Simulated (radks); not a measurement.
Q: Excited configurations of Mn III: one electron is placed in a higher orbital outside [Ar] 3d4. The ground configuration is [Ar] 3d5. Method: non-relativistic Kohn-Sham, LDA (Slater exchange, Perdew-Wang correlation), spin-polarised, spherical densities, point nucleus; open shells are filled with parallel spins first; computed with a radial shooting solver on a logarithmic mesh with Libxc functionals. Excitation = E - E(ground); binding = E(ion) - E, where the ion is the core of charge +3; n* = 3/sqrt(2 binding) in atomic units, and the quantum defect is n - n*.

| outer orbital | excitation (eV) | binding (eV) | n* | quantum defect | eigenvalue (eV) | <r> (bohr) |
|---|---|---|---|---|---|---|
| 5s | 22.190 | 12.345 | 3.149 | 1.851 | -10.651 | 5.125 |
| 5d | 27.145 | 7.389 | 4.071 | 0.929 | -6.257 | 7.545 |
| 5f | 29.294 | 5.240 | 4.834 | 0.166 | -4.402 | 9.873 |
| 6s | 27.325 | 7.209 | 4.121 | 1.879 | -6.269 | 8.733 |
| 6p | 28.234 | 6.301 | 4.408 | 1.592 | -5.459 | 9.703 |
| 6d | 29.681 | 4.853 | 5.023 | 0.977 | -4.178 | 12.04 |
| 6f | 30.843 | 3.692 | 5.759 | 0.241 | -3.159 | 15.03 |
| 7s | 29.795 | 4.740 | 5.083 | 1.917 | -4.145 | 13.31 |
| 7p | 30.287 | 4.247 | 5.369 | 1.631 | -3.707 | 14.56 |
| 7d | 31.104 | 3.431 | 5.974 | 1.026 | -2.984 | 17.49 |
| 7f | 31.801 | 2.734 | 6.693 | 0.307 | -2.367 | 21.15 |

Estimate the row for 4s.

A: excitation (eV) 7.969; binding (eV) 26.566; n* 2.147; quantum defect 1.853; eigenvalue (eV) -22.511; <r> (bohr) 2.455. The Delta-SCF ionisation energy is 34.535 eV (NIST Atomic Spectra Database: 33.67 eV, measured). Self-interaction in the functional shifts the binding energies and quantum defects, so they are the method's values and not measured ones. Open shells are spherical and high-spin; term and fine-structure splittings are not resolved.
